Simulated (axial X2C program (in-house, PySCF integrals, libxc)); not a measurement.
# RuAs: properties at the nuclei

Computed with an axial X2C code built on PySCF integrals: two-component X2C with atomic mean-field Coulomb and Gaunt terms, Gaussian nuclei, basis Ru dyall-cv3z, As dyall-cv3z with contracted cores.

R = 2.194 Å (near the PBE0 minimum at charge 0 of the determinant lowest at the starting distance; the state shown can have its own minimum elsewhere).

Input and command:
```json
{"zs": [44, 33], "q": 0, "bas": ["dyall-cv3z", "dyall-cv3z"], "r0": 2.46, "levels": ["PBE0", "HF", "BP86", "PBE", "B3LYP"], "nst": 3}
```
```bash
python soeom.py task.json out
```

Keys: zs atomic numbers; q charge; bas basis sets; r0 starting distance in Å; levels methods; nst determinants followed.

Determinant lowest in the PBE0 search, Ω = 5/2 (⟨Sz⟩ = 1.50, ⟨Lz⟩ = 1.00 at PBE0), spin on the atoms Ru 1.36, As 0.14:

| level | Eeff magnitude (GV/cm) | Ws magnitude Ru (kHz) | Ws magnitude As (kHz) | A∥/gI Ru (MHz) | qzz Ru (a.u.) | A∥/gI As (MHz) | qzz As (a.u.) | μ (D) |
| --- | --- | --- | --- | --- | --- | --- | --- | --- |
| PBE0 | 2.04 | 0.189 | 0.0815 | 927 | 1.29 | -235 | -2.42 | -2.52 |
| HF | 3.18 | 0.896 | 0.0637 | 917 | 2.43 | -190 | 0.05 | -2.90 |
| BP86 | 1.4 | 0.0748 | 0.0802 | 1010 | 0.98 | -201 | -1.90 | -1.86 |
| PBE | 1.59 | 0.109 | 0.0797 | 994 | 0.94 | -203 | -1.92 | -1.93 |
| B3LYP | 1.53 | 0.0912 | 0.0873 | 931 | 1.21 | -222 | -2.33 | -2.22 |

Eeff is the effective electric field on the electron electric dipole moment in this Ω state and Ws the scalar–pseudoscalar constant of the nucleus named (defined with the proton number Z and per Ω); A∥ (defined per Ω) follows by multiplying with gI = μI/(I μN); qzz is the electric field gradient, eQq0 = 234.96 MHz × Q/barn × qzz; μ is positive if the As end (last atom) is positive. The operators were transformed with the bare-nucleus X2C matrices; with these basis sets, hyperfine constants and field gradients can be off by tens of per cent, and where levels differ in sign neither size nor sign is settled.

Task: With gI(101Ru) = -0.2880, gI(75As) = 0.9597 (g factors from the IAEA table of nuclear moments by Stone), turn the PBE0 values of the first state into constants in MHz.

Result: A∥(101Ru) = 927 × -0.2880 = -267 MHz; A∥(75As) = -235 × 0.9597 = -226 MHz.

Each state is one determinant with collinear spin, which with several unpaired electrons need not be a pure state. Unrestricted Hartree–Fock can overshoot spin polarisation at the nuclei. In the state Ω = 5/2 the sign of Eeff differs between levels (HF against PBE0). With several open shells hyperfine constants can be off by a factor of several. Where Eeff spreads by more than a factor of two the levels disagree and none is to be relied on. States lie within half an eV, so the first need not be the ground state. The sign of Ws at Ru differs between levels in the first state. Further determinants of the search, some of them spin-mixed, are not shown. Where a field gradient or hyperfine factor spreads by more than a factor of two over the levels, a constant derived from it is not to be relied on.
